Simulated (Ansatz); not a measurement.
Reaction (ligand exchange at a B–N bond): `NBO` + `O[SiH2][SiH3]` → `OBO[SiH2][SiH3]` + NH₃

Calculated with Ansatz (gas phase, PBE0-D4/def2-TZVP geometries, no zero-point term in ΔE). CCSD(T)/CBS adds triple-zeta CCSD(T) − MP2 to the extrapolated MP2 energy (def2 sets, frozen cores). This one scheme is used for every species. Functionals use def2-TZVPP. HSE06 is defined as in plane-wave codes. Each species was taken in one conformer, which may not be the lowest.

```csv
level,ΔE (kcal/mol),difference from CCSD(T)/CBS
revPBE-D4,-5.1,1.5
r2SCAN-D4,-5.8,0.8
r2SCANh-D4,-5.9,0.7
HSE06-D4,-5.3,1.3
BHLYP-D4,-6.9,-0.3
ωB97M-V,-6.1,0.5
r2SCAN,-5.6,1.0
r2SCAN0,-5.6,1.0
LC-ωPBE,-4.6,2.0
HF/def2-SVP,-8.0,-1.4
CCSD/def2-SVP,-8.2,-1.6
MP2/def2-TZVPP,-6.4,0.2
SCS-MP2/def2-TZVPP,-6.6,0.0
CCSD/def2-TZVPP,-6.7,-0.1
CCSD(T)/def2-TZVPP,-6.8,-0.2
CCSD/CBS(def2),-6.4,0.2
CCSD(T)/CBS,-6.6,0
```

(1) What do rigid-rotor, harmonic-oscillator terms from PBE0-D4/def2-TZVP frequencies (298.15 K, 1 bar) make of the CCSD(T)/CBS value? (Best estimate.)

Largest T1 diagnostic among the species: 0.013.

## Answers

(1) The calculation gave: ΔZPE = -0.4 kcal/mol, ΔH = -6.4 kcal/mol, ΔS = -13 J/(mol·K), ΔG = -5.5 kcal/mol.

At CCSD(T), def2-SVP lies −1.8 kcal/mol from the extrapolated value and def2-TZVPP −0.2 kcal/mol. Leaving LDA and LC-ωPBE aside and taking each functional with its dispersion term where it has one, the values, not all of them listed here, spread over 2.0 kcal/mol, from BHLYP-D4 to PBE-D4.
